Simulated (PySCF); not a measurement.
# Fractional electron number in Ru⁻ (ruthenium, charge -1)

The 5s beta orbital of [Kr] 4d7 5s2 is emptied in steps (occupation f), with all orbitals relaxed, ending at [Kr] 4d7 5s1. Computed with PySCF 2.14 in def2-TZVPPD with the def2 core potential (28 electrons) (6s4p3d2f1g, 56 functions), with scalar relativity through the core potential. The exact energy is a straight line in f; departures are measured from the line between the end points of the same method.

```csv
f,B3LYP (eV)
1,0.000
0.75,-0.374
0.5,-0.502
0.25,-0.380
0,0.000
```

Task: For B3LYP, how does the orbital energy at f = 1 compare with the removal energy?

Result: −ε = -1.164 eV against a total-energy difference of 0.814 eV. By Janak's theorem ε = ∂E/∂f, so the gap between them reflects the curvature. Along the path −ε is -0.194 (f = 0.75), 0.798 (f = 0.5), 1.814 (f = 0.25) eV.

At f = 1 the orbital energy is positive for B3LYP: only the finite basis holds the electron.

Reference removal energy between the ground levels: 1.046 eV (measured; photodetachment measurements, as compiled on the Wikipedia data page of electron affinities). The calculation has no spin-orbit coupling.
